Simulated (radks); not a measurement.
Values are calculated unless marked as measured or tabulated.
Gd42+, configuration [Ar] 3d4 (the NIST ground configuration).

Code: a radial shooting solver on a logarithmic mesh with Libxc functionals. Model: Dirac Kohn-Sham, exchange-only PBE, spin-unpolarised, spherical densities, finite nucleus; open shells fill j = l - 1/2 first; Fermi nuclear charge, rms radius 5.1569 fm.

Energy parts (eV):
total: -268710.59
kinetic: 296122.56
electron-nucleus: -604584.80
Hartree: 44289.09
exchange: -4537.43

Orbitals (lengths in bohr, moments of r in powers of bohr; <r^-3> diverges for s and p1/2):
| orbital | occ. | eigenvalue (eV) | <r^-3> | <1/r> | <r^2> |
|---|---|---|---|---|---|
| 1s1/2 | 2 | -52370.29 | - | 71.65 | 0.0006548 |
| 2s1/2 | 2 | -10528.61 | - | 17.20 | 0.01008 |
| 2p1/2 | 2 | -10130.89 | - | 17.16 | 0.007311 |
| 2p3/2 | 4 | -9427.123 | 10020 | 15.17 | 0.008506 |
| 3s1/2 | 2 | -3827.412 | - | 6.649 | 0.06104 |
| 3p1/2 | 2 | -3668.175 | - | 6.575 | 0.05586 |
| 3p3/2 | 4 | -3502.698 | 2448 | 6.064 | 0.06134 |
| 3d3/2 | 4 | -3253.122 | 422.5 | 5.942 | 0.04666 |
| 3d5/2 | 0 | -3214.931 | 376.3 | 5.814 | 0.04812 |

The highest occupied level is 3d3/2 at -3253.1 eV. For comparison, the ionisation energy in NIST's Atomic Spectra Database is 3312 eV (theoretical). In exact Kohn-Sham theory the highest level is minus the ionisation energy, but local and semilocal functionals leave it too shallow, through self-interaction and a potential that decays too fast; potentials with the right tail come closer.

Beside tabulated values, note that spin-unpolarised runs miss the spin-polarisation part of the exchange energy of open shells.
